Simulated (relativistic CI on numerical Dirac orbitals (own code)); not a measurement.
Calculated at this level of theory: Dirac-Coulomb-Breit CI, KLI orbitals optimised for each configuration, QED by a radiative potential, unscaled Slater integrals (own radial code, finite nucleus).

The strongest absorption lines from the ground level of an ion, among the configurations computed and to levels below about 22100 eV (vacuum wavelength in Å, gf): 0.5638 (0.038), 0.5680 (0.026), 0.6227 (0.088), 0.6328 (0.064), 0.8040 (0.3), 0.8458 (0.27), 4.4412 (0.32), 52.210 (0.011).

Task: Which ion is it?
A. Bi⁸⁰⁺
B. Bk⁹⁴⁺
C. Bi⁷⁸⁺
D. Th⁸⁷⁺

Result: A. Bi⁸⁰⁺ has 3 electrons and the ground level 2s 2S_1/2; the strongest line goes to 2p 2P°_3/2. The pattern of lines fixes the number of electrons, and along that sequence the line energies rise steadily with the charge (about as its square where n changes within one kind of shell, about linearly where n is kept but much faster in heavy ions where fine structure, which grows about as Z⁴, sets the gap, and irregularly where shells cross), which fixes Z. Configurations outside the model, such as inner-shell arrays, can give stronger lines. At this charge energies of transitions that change n are usually good to better than 1 %, and those within a shell (Δn = 0) to a few per cent.
